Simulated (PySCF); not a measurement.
Simulation results for AlBFH2O

Calculation on a computer-drawn molecule: optimised geometry and harmonic frequencies of an isolated molecule of the commonest isotopes, restricted reference for singlets and unrestricted otherwise, frozen core in MP2. Program: PySCF 2.14.0.

### AlBFH2O

Start structure:
```xyz
6
AlBFH2O
B      1.1128    -4.0822     0.1987
O      1.7882    -2.9769     0.4718
Al     2.7021    -1.6686     0.8142
F      3.7764    -0.9369     1.8299
H      0.0213    -4.2436     0.6876
H      1.5649    -4.9472    -0.5077
```

Settings of this run: charge 0, multiplicity 2, method HF and basis cc-pV(D+d)Z.

The calculation gives: rotational constants 24.93, 3.165, 2.879 GHz; total energy -442.2175 hartree; spin squared 0.7516; convergence status largest gradient component 2.025e-05 hartree/bohr.

Drawn bonds:
```csv
atom,other atom,order
1,2,1
2,3,1
3,4,1
1,5,1
1,6,1
```

Optimised structure:
```xyz
6
AlBFH2O
B      1.1560    -4.0523     0.2461
O      1.7942    -2.8786     0.3817
Al     2.6221    -1.4355     0.6057
F      3.6526    -1.3426     1.8952
H      0.0894    -4.2178     0.7821
H      1.6514    -4.9286    -0.4163
```

Modes:
```csv
frequency (cm⁻¹),reduced mass (dalton)
79.78,3.117
82.85,4.686
123.7,1.213
274.1,14.85
677.5,8.149
867,16.61
1067,1.332
1144,1.365
1320,1.324
1453,4.188
2645,1.047
2704,1.129
```
